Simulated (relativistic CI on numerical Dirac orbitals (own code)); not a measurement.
## Magnetism of Gd4+, 4f6, in a crystal field

Calculated by Dirac-Coulomb-Breit CI, orbitals from a KLI potential per configuration, QED by a radiative potential, one configuration in a parametric crystal field, unscaled Slater integrals (own radial code). With so little scaling, terms lie 10 to 35 % too far apart, which can change the order of excited levels.

Field parameters in Wybourne normalisation. The field is a parameter set, without covalency.

S is read from ⟨S²⟩ = S(S + 1).

Powder χT (cm³ K mol⁻¹) by Van Vleck's formula, with temperature-independent terms:

```tsv
Field	2 K	5 K	10 K	20 K	50 K	100 K	200 K	300 K
D3d, B20 = 3330, B40 = 300, B43 = 2340, B60 = 130, B63 = -1080, B66 = 940 cm⁻¹	0.0156	0.0389	0.0778	0.156	0.389	0.757	1.22	1.45
D3h, B20 = 890, B40 = -170, B60 = -170, B66 = 120 cm⁻¹	0.00965	0.0241	0.0482	0.0965	0.241	0.482	0.902	1.18
```

**Question.** For D3h, B20 = 890, B40 = -170, B60 = -170, B66 = 120 cm⁻¹: what effective moment follows at 300 K?

**Answer.** μ_eff = √(8χT) = 3.08 μB. The LS value g√(J(J + 1)) of the free ion's 7F_0 level is 0.00 μB. The ground level is a non-magnetic singlet, so χT starts at zero and rises through temperature-independent paramagnetism and the filling of excited levels.
